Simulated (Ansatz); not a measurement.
One change: `N=C(F)S[SiH2]F` becomes `N=C(F)S[SiH2]N`.

Ansatz, PBE0-D4/def2-TZVP geometries, multiplicity 1. Each molecule was computed in one conformer, which needn't be the lowest.

```json
{"property": "zero-point energy (PBE0-D4/def2-TZVP) / kJ/mol", "`N=C(F)S[SiH2]F`": "121.2"}
{"property": "ideal-gas entropy at 298 K and 1 bar (rigid rotor, harmonic PBE0-D4/def2-TZVP) / J/(mol·K)", "`N=C(F)S[SiH2]F`": "362"}
{"property": "LUMO energy (PBE0/def2-TZVPP) / eV", "`N=C(F)S[SiH2]F`": "-0.85"}
{"property": "HOMO energy (B3LYP/def2-TZVPP) / eV", "`N=C(F)S[SiH2]F`": "-7.77"}
{"property": "HOMO–LUMO gap (ωB97M-V/def2-TZVPP) / eV", "`N=C(F)S[SiH2]F`": "11.20"}
{"property": "HOMO energy (PBE0/def2-TZVPP) / eV", "`N=C(F)S[SiH2]F`": "-8.00"}
```

Q: Give the same properties after the change, and the shifts. (Estimate.)

A: Computed: 
| property | `N=C(F)S[SiH2]N` | shift |
| --- | --- | --- |
| zero-point energy (PBE0-D4/def2-TZVP) / kJ/mol | 181.4 | 60.2 |
| ideal-gas entropy at 298 K and 1 bar (rigid rotor, harmonic PBE0-D4/def2-TZVP) / J/(mol·K) | 378 | 16 |
| LUMO energy (PBE0/def2-TZVPP) / eV | -0.15 | 0.70 |
| HOMO energy (B3LYP/def2-TZVPP) / eV | -7.17 | 0.60 |
| HOMO–LUMO gap (ωB97M-V/def2-TZVPP) / eV | 11.09 | -0.11 |
| HOMO energy (PBE0/def2-TZVPP) / eV | -7.40 | 0.60 |

With PBE0 the HOMO rises by 0.60 eV and the LUMO rises by 0.70 eV, so the gap widens by about 0.10 eV. PBE moves the HOMO by 0.58 eV and ωB97M-V by 0.60 eV. The zero-point energy changes by 60.2 kJ/mol with +6 modes. Modes under 60 cm⁻¹, often nearly free rotors, make the harmonic entropy too high.

Positive LUMOs are unbound, so they and the gaps depend on the basis.

B3LYP here is the variant with VWN-RPA as its local correlation; programs differ in this.
